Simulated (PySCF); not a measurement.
## CI: frontier orbitals

PBE at R = 2.042 Å; PySCF, scalar-relativistic core potentials, basis sets C def2-SVPD, I def2-SVPD with ECP28. State: ²Π (doublet), unpaired electrons π ↑. Only the outer orbitals are listed, counted within each symmetry, core potentials removing the inner ones.

| spin | orbital | occ. | ε (eV) | on C (%) | main shells (%) |
| --- | --- | --- | --- | --- | --- |
| α | 5σ | 1 | -19.34 | 23 | 75 I s, 18 C s |
| α | 6σ | 1 | -13.88 | 59 | 59 C s, 21 I s, 18 I p |
| α | 3π | 1 | -8.22 | 20 | 79 I p, 19 C p |
| α | 3π | 1 | -8.15 | 26 | 74 I p, 24 C p |
| α | 7σ | 1 | -7.83 | 61 | 39 I p, 35 C p, 26 C s |
| α | 4π | 1 | -5.02 | 70 | 70 C p, 24 I p |
| α | 4π | 0 | -4.73 | 75 | 75 C p, 19 I p |
| α | 8σ | 0 | -1.76 | 37 | 46 I p, 35 C p, 16 I d |
| α | 9σ | 0 | 0.03 | 4 | 88 I s |
| β | 5σ | 1 | -19.15 | 17 | 81 I s, 12 C s |
| β | 6σ | 1 | -13.12 | 57 | 56 C s, 25 I p, 17 I s |
| β | 3π | 1 | -8.14 | 16 | 84 I p, 14 C p |
| β | 3π | 1 | -7.70 | 10 | 89 I p, 10 C p |
| β | 7σ | 1 | -7.40 | 65 | 35 I p, 32 C s, 32 C p |
| β | 4π | 0 | -4.26 | 78 | 78 C p, 15 I p |
| β | 4π | 0 | -3.09 | 79 | 78 C p, 12 I d, 10 I p |
| β | 8σ | 0 | -1.50 | 36 | 44 I p, 34 C p, 18 I d |

**Question.** Which are the highest filled and the lowest empty level, where do they sit, and how wide is the gap?

**Answer.** Highest filled α 4π at -5.02 eV (in %: 70 C p, 24 I p); lowest empty α 4π at -4.73 eV (in %: 75 C p, 19 I p); the gap at PBE is 0.29 eV. Both belong to one degenerate shell, split only by its one-sided filling, so this is no excitation gap.

```
bond order (Mayer)                             : 1.71
⟨S²⟩                                           : 0.756
charge on C (Mulliken, basis-dependent)        : -0.25
charge on C (Löwdin, basis-dependent)          : -0.46
dipole moment (positive dipole means C(−)I(+)) : 1.93 D
polarisability along the bond                  : 65.5 bohr³
polarisability across the bond                 : 38.0 bohr³
```

Spin–orbit coupling is left out. The state was picked by a PBE0 search and need not be the measured ground state.
